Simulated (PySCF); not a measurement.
# MgSn: from constants to spectrum

TPSS constants of MgSn, ³Σ⁻ (triplet), unpaired electrons π ↑↑ (Mg aug-cc-pVDZ, Sn aug-cc-pVDZ-PP with ECP28; scalar-relativistic core potentials (PySCF 2.14); masses 23.9850 and 119.9022 u):

```
ωe            : 224.4 cm⁻¹
ωexe          : 1.32 cm⁻¹
Be            : 0.10993 cm⁻¹
αe            : 0.000774 cm⁻¹
De to Mg + Sn : 1.00 eV
```

(1) What force constant and bond length do these constants imply?

(2) Estimate the centrifugal constant D from the Kratzer relation and find the Dunham coefficient a1.

Spin–orbit coupling is left out, which matters for elements this heavy, above all for dissociation energies. The state is the lowest determinant that a PBE0 search found; another state may lie lower at other levels.

Answers

(1) Reduced mass μred = 19.987 u; k = 5.8918×10⁻⁷·μred·ωe² (u, cm⁻¹, mdyn/Å) = 0.593 mdyn/Å; Re = √(16.8576/(μred·Be)) (u, cm⁻¹, Å) = 2.770 Å.

(2) D = 4Be³/ωe² = 1.06e-07 cm⁻¹; a1 = −1 − αeωe/(6Be²) = -3.40.
